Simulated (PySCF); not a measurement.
C3H9NSi2, SMILES CC1=NC[SiH2][SiH2]1. Atoms are numbered in the order given.

```xyz
15

C      2.6119    -0.5372     0.0116
C      1.1244    -0.3758    -0.0852
N      0.4435    -1.2478    -0.7166
C     -0.9943    -1.1555    -0.8509
Si    -1.8106     0.3802     0.0002
Si     0.2510     1.1395     0.7389
H      2.9282    -0.5913     1.0664
H      2.9284    -1.4505    -0.5117
H      3.1258     0.3335    -0.4280
H     -1.4338    -2.0888    -0.4576
H     -1.2372    -1.1685    -1.9278
H     -2.7716    -0.0114     1.0753
H     -2.5079     1.2676    -0.9792
H      0.4894     1.1545     2.2153
H      0.7564     2.4239     0.1631
```

The structure is a stationary point at PBE0-D3(BJ)/def2-SVP. The structure was generated by enumeration, and PubChem lists no compound with its InChIKey, so it may never have been made. One conformer was computed; it need not be the lowest.

All values below come from PBE0-D3(BJ)/def2-SVP run with PySCF.

Frequencies are harmonic and unscaled.

| mode | ν (cm⁻¹) | IR (km/mol) | moving atoms (share of kinetic energy) |
|---|---|---|---|
| 1 | 16 | 0.8 | H 42 %, Si 31 %, C 26 % |
| 2 | 144 | 2.9 | H 93 % |
| 3 | 242 | 6.8 | H 42 %, N 36 %, C 20 % |
| 4 | 285 | 2.5 | C 42 %, H 32 %, Si 19 % |
| 5 | 328 | 14.0 | H 70 %, C 19 %, N 9 % |
| 6 | 334 | 3.4 | Si 63 %, C 26 % |
| 7 | 368 | 3.4 | H 75 %, C 18 % |
| 8 | 459 | 0.4 | Si 82 %, H 14 % |
| 9 | 506 | 0.8 | H 87 % |
| 10 | 544 | 14.4 | Si 40 %, N 31 %, C 23 % |
| 11 | 596 | 1.8 | H 69 %, Si 16 %, C 14 % |
| 12 | 600 | 29.3 | C 49 %, H 31 %, N 13 % |
| 13 | 643 | 26.0 | H 53 %, C 41 % |
| 14 | 687 | 5.3 | H 86 %, C 11 % |
| 15 | 689 | 92.1 | H 68 %, Si 21 %, C 11 % |
| 16 | 771 | 16.7 | H 58 %, C 22 %, Si 14 % |
| 17 | 812 | 18.3 | H 62 %, C 29 % |
| 18 | 917 | 64.8 | H 76 %, C 12 %, N 9 % |
| 19 | 926 | 31.1 | H 68 %, C 19 %, N 12 % |
| 20 | 938 | 72.1 | H 93 % |
| 21 | 1016 | 0.0 | H 64 %, C 36 % |
| 22 | 1095 | 35.3 | C 45 %, N 28 %, H 27 % |
| 23 | 1182 | 12.4 | C 69 %, H 28 % |
| 24 | 1204 | 2.1 | H 90 % |
| 25 | 1227 | 17.4 | H 68 %, C 28 % |
| 26 | 1374 | 13.5 | H 68 %, C 31 % |
| 27 | 1410 | 2.5 | H 93 % |
| 28 | 1437 | 11.2 | H 96 % |
| 29 | 1445 | 13.6 | H 96 % |
| 30 | 1742 | 21.8 | C 53 %, N 45 % |
| 31 | 2218 | 101.4 | H 98 % |
| 32 | 2224 | 24.6 | H 96 % |
| 33 | 2227 | 69.3 | H 98 % |
| 34 | 2234 | 144.1 | H 96 % |
| 35 | 3046 | 12.8 | H 97 % |
| 36 | 3060 | 9.9 | H 94 % |
| 37 | 3106 | 2.0 | H 91 %, C 9 % |
| 38 | 3131 | 5.9 | H 91 %, C 9 % |
| 39 | 3171 | 6.5 | H 90 %, C 10 % |
